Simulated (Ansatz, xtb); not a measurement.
## Two structures of CH5AlBF

We compare X, a singlet given by its coordinates, with Y, `B[CH2][AlH][F]`, a singlet. Both are isolated molecules in the gas phase, relaxed with PBE0-D3(BJ)/pcseg-1; the shapes shown needn't be the lowest conformers.

X (Å):

```json
{"atom": "C", "x (Å)": "-1.2222", "y (Å)": "-0.3479", "z (Å)": "-1.1259"}
{"atom": "Al", "x (Å)": "1.1584", "y (Å)": "0.5858", "z (Å)": "0.9750"}
{"atom": "B", "x (Å)": "0.0197", "y (Å)": "-0.7420", "z (Å)": "-0.2424"}
{"atom": "F", "x (Å)": "2.4872", "y (Å)": "0.4561", "z (Å)": "1.9922"}
{"atom": "H", "x (Å)": "-2.0699", "y (Å)": "0.0390", "z (Å)": "-0.5486"}
{"atom": "H", "x (Å)": "-0.9885", "y (Å)": "0.3691", "z (Å)": "-1.9214"}
{"atom": "H", "x (Å)": "-1.5755", "y (Å)": "-1.2650", "z (Å)": "-1.6248"}
{"atom": "H", "x (Å)": "1.1059", "y (Å)": "-0.9771", "z (Å)": "-0.7545"}
{"atom": "H", "x (Å)": "-0.1250", "y (Å)": "-1.3524", "z (Å)": "0.8083"}
```

Close contacts (Å): C1–B3 1.57, Al2–B3 2.13, Al2–F4 1.68, C1–H5 1.10, C1–H6 1.10, C1–H7 1.10, B3–H8 1.22, B3–H9 1.22.

Y (Å):

```xyz
9

C    -0.0800   -0.5100   -1.0578
Al    0.9600   -0.6038    0.6064
B    -1.4398    0.0227   -0.6382
F     1.8430    0.7505    1.0399
H    -2.2931   -0.7273   -0.2348
H    -1.6570    1.2066   -0.6212
H     0.5235    0.1504   -1.6968
H    -0.0586   -1.5578   -1.3944
H     1.0942   -1.8820    1.5209
```

Estimate which is lower in electronic energy at CCSD(T)/def2-TZVP, and by roughly how much.

The CCSD(T)/def2-TZVP calculation puts structure Y lower, by 0.520 eV.

Level by level:

```tsv
level	geometry	E(Y) − E(X) (eV)	departure from the last row (eV)	job, with rough time for the two
PBE0-D3(BJ)/pcseg-1	PBE0-D3(BJ)/pcseg-1	−0.302	+0.218	optimisation, 28 s
HF/def2-TZVP	PBE0-D3(BJ)/pcseg-1	−1.029	−0.509	part of the CCSD(T) run
MP2/def2-TZVP	PBE0-D3(BJ)/pcseg-1	−0.607	−0.087	part of the CCSD(T) run
CCSD(T)/def2-TZVP	PBE0-D3(BJ)/pcseg-1	−0.520		single point, 46 s
```

None of the levels shown reverses the order. The largest departure from CCSD(T)/def2-TZVP is that of HF/def2-TZVP, 0.509 eV. Levels run at GFN2-xTB geometries aren't shown.

With harmonic frequencies from PBE0-D3(BJ)/pcseg-1 (ideal gas, rigid rotor, one conformer each, 400 K, 1 atm): on the last row, ΔE + ΔZPE = −0.611 eV. A mode under 50 cm⁻¹ makes harmonic enthalpies and free energies unreliable, so none is given.

The correlated steps freeze 8 core orbitals. Run with Ansatz 0.2.0; the last row on 2 threads of Arm Neoverse V2 on a shared host.
